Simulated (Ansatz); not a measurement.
Conformers of C3H5F3O, SMILES `FCOCC(F)F`, each relaxed with PBE0-D4/def2-TZVP in Ansatz. CBS adds the triple-zeta coupled-cluster correction to the MP2 limit.

Not all of them had a frequency check.

Conformer A:

```xyz
12

F    -1.833    0.947    0.507
C    -1.591   -0.403    0.384
O    -0.754   -0.659   -0.672
C     0.629   -0.575   -0.427
C     1.137    0.836   -0.206
F     0.940    1.222    1.078
F     2.479    0.844   -0.421
H    -2.545   -0.885    0.166
H    -1.167   -0.743    1.336
H     0.921   -1.185    0.437
H     1.118   -0.970   -1.318
H     0.665    1.571   -0.864
```

Conformer B:

Cartesian coordinates in Å:
```
F -2.203 1.261 -0.456
C -1.512 0.630 0.558
O -0.177 0.943 0.495
C 0.543 0.311 -0.540
C 1.308 -0.871 0.004
F 2.089 -1.384 -0.978
F 0.449 -1.849 0.397
H -1.886 1.010 1.509
H -1.696 -0.444 0.446
H 1.257 1.031 -0.945
H -0.110 -0.022 -1.352
H 1.938 -0.616 0.862
```

**Question.** Which is lowest in electronic energy at CCSD(T)/CBS (frozen core, def2 sets), and by how much? (Best estimate.)

**Answer.** Computed: B; A lies 5.4 kJ/mol higher.

**Question.** Give the energies relative to B (kJ/mol) with PBE-D4/def2-TZVPP, r2SCAN-D4/def2-TZVPP, PBE0/def2-TZVPP, B3LYP/def2-TZVPP, MP2/def2-TZVPP, HF/def2-QZVPP, CCSD/CBS(def2). (Estimate.)

**Answer.** The calculation gave: 
```tsv
level	A
PBE-D4/def2-TZVPP	3.7
r2SCAN-D4/def2-TZVPP	4.0
PBE0/def2-TZVPP	5.0
B3LYP/def2-TZVPP	5.3
MP2/def2-TZVPP	5.0
HF/def2-QZVPP	7.1
CCSD/CBS(def2)	5.8
```

B3LYP here is the variant with VWN-RPA as its local correlation; programs differ in this.
